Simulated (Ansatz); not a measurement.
Li7⁻. Charge -1, multiplicity 1. Geometry PBE/def2-TZVPD.

```xyz
7

Li   -1.563   -0.002    1.327
Li    1.821   -0.939   -1.955
Li   -1.179   -0.937   -1.391
Li    1.194    0.590    2.500
Li   -1.723    2.034   -0.943
Li    0.617   -1.821    0.713
Li    0.833    1.076   -0.251
```

LC-ωPBE has ω = 0.4 bohr⁻¹. The restricted singlet is unstable towards broken spin symmetry in Hartree–Fock (as tested in another run); at LDA (SPW92)/def2-TZVPD, PBE/def2-TZVPD, r2SCAN/def2-TZVPD, PBE0/def2-TZVPD and others this wasn't settled. At LDA (SPW92)/def2-TZVPD, PBE/def2-TZVPD, r2SCAN/def2-TZVPD the highest occupied level of the charge -1 singlet lies above zero (up to 0.26 eV). The electron is either unbound and held by the finite basis, or the level is raised by self-interaction error. Another isomer (singlet) lies 0.09 eV lower at PBE0/def2-TZVPD; other spin states weren't run for this one.

Task: Estimate the orbital energies around the gap (eV) in Ansatz with LDA (SPW92)/def2-TZVPD, PBE/def2-TZVPD, r2SCAN/def2-TZVPD, PBE0/def2-TZVPD, LC-ωPBE/def2-TZVPD.

Result: 
| orbital | LDA (SPW92)/def2-TZVPD | PBE/def2-TZVPD | r2SCAN/def2-TZVPD | PBE0/def2-TZVPD | LC-ωPBE/def2-TZVPD |
| --- | --- | --- | --- | --- | --- |
| HOMO−5 | -46.17 | -46.94 | -48.56 | -51.04 | -52.75 |
| HOMO−4 | -45.85 | -46.65 | -48.25 | -50.77 | -52.56 |
| HOMO−3 | -1.70 | -1.66 | -1.86 | -2.54 | -4.96 |
| HOMO−2 | -0.30 | -0.26 | -0.31 | -0.73 | -2.20 |
| HOMO−1 | -0.30 | -0.26 | -0.31 | -0.73 | -2.19 |
| HOMO | 0.22 | 0.26 | 0.24 | -0.11 | -1.30 |
| LUMO | 0.71 | 0.79 | 0.85 | 1.20 | 2.33 |
| LUMO+1 | 1.07 | 1.14 | 1.24 | 1.55 | 2.64 |
| LUMO+2 | 1.07 | 1.14 | 1.24 | 1.55 | 2.64 |
| LUMO+3 | 1.28 | 1.35 | 1.48 | 1.76 | 2.85 |
| LUMO+4 | 1.28 | 1.35 | 1.49 | 1.76 | 2.85 |
| LUMO+5 | 1.51 | 1.58 | 1.70 | 1.98 | 3.01 |
